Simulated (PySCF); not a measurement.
Si(OSiH3)2(F)2 (F2H6O2Si3), SMILES F[Si](F)(O[SiH3])O[SiH3].

The structure is a stationary point at r2SCAN-D4/def2-SVP. Other conformers were not sampled.

All values below come from TDA-PBE/def2-SVPD (PySCF).

Vertical excitations. The molecule is in vacuum.

**Question.** List the lowest excited states. (Estimate from the structure and the level; the computed values follow.)

**Answer.** 
```json
[
 {"state": "S1", "energy (eV)": "6.54", "λ (nm)": "190", "f": "0.000", "main pairs": "HOMO→LUMO 99 %"},
 {"state": "S2", "energy (eV)": "6.65", "λ (nm)": "187", "f": "0.004", "main pairs": "HOMO−1→LUMO 99 %"},
 {"state": "S3", "energy (eV)": "6.74", "λ (nm)": "184", "f": "0.001", "main pairs": "HOMO−2→LUMO 99 %"},
 {"state": "S4", "energy (eV)": "6.88", "λ (nm)": "180", "f": "0.001", "main pairs": "HOMO−3→LUMO 99 %"},
 {"state": "S5", "energy (eV)": "7.29", "λ (nm)": "170", "f": "0.001", "main pairs": "HOMO→LUMO+1 98 %"},
 {"state": "S6", "energy (eV)": "7.40", "λ (nm)": "168", "f": "0.001", "main pairs": "HOMO−1→LUMO+1 98 %"},
 {"state": "T1", "energy (eV)": "6.35", "λ (nm)": "195", "f": "0", "main pairs": "HOMO→LUMO 98 %"},
 {"state": "T2", "energy (eV)": "6.44", "λ (nm)": "192", "f": "0", "main pairs": "HOMO−1→LUMO 97 %"}
]
```
Triplets are in the Tamm–Dancoff approximation.
